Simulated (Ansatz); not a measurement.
CH4ClF2MoNO (`C[N]=[Mo]([OH])([F])([F])[Cl]`), relaxed with RKS PBE0-D4/def2-TZVP in Ansatz from a PBE-D4/def2-SVP geometry. The force threshold is 0.005 eV/Å; the program also tests the step.

Charge 0, multiplicity 1. Mo takes the def2 core potential.

Start:

```xyz
11

C     1.785   -0.606   -0.285
N     0.404   -0.351   -0.161
Mo   -1.150    0.448   -0.123
O    -1.854   -0.306    1.429
F    -1.748   -0.266   -1.733
F    -2.656    1.618   -0.272
Cl    0.011    2.433    0.214
H     2.028   -1.031   -1.285
H     2.344    0.352   -0.162
H     2.135   -1.320    0.494
H    -1.299   -0.970    1.884
```

```
step  energy (eV)  largest force (eV/Å)  largest move (Å)
   1  -24446.5588                 1.003             0.000
   2  -24446.6265                 0.233             0.043
   3  -24446.6299                 0.048             0.018
   4  -24446.6303                 0.026             0.009
   5  -24446.6304                 0.017             0.004
   6  -24446.6305                 0.006             0.005
   7  -24446.6305                 0.003             0.001
```

End:

```xyz
11

C     1.778   -0.598   -0.285
N     0.402   -0.343   -0.155
Mo   -1.129    0.437   -0.115
O    -1.838   -0.310    1.413
F    -1.718   -0.251   -1.717
F    -2.623    1.606   -0.261
Cl    0.004    2.404    0.193
H     1.999   -1.024   -1.269
H     2.324    0.347   -0.173
H     2.116   -1.296    0.488
H    -1.315   -0.971    1.879
```

Hardware: 4 threads of an AMD EPYC 9R45 on a shared host. Wall time 21 s, peak host memory 0.89 GiB.
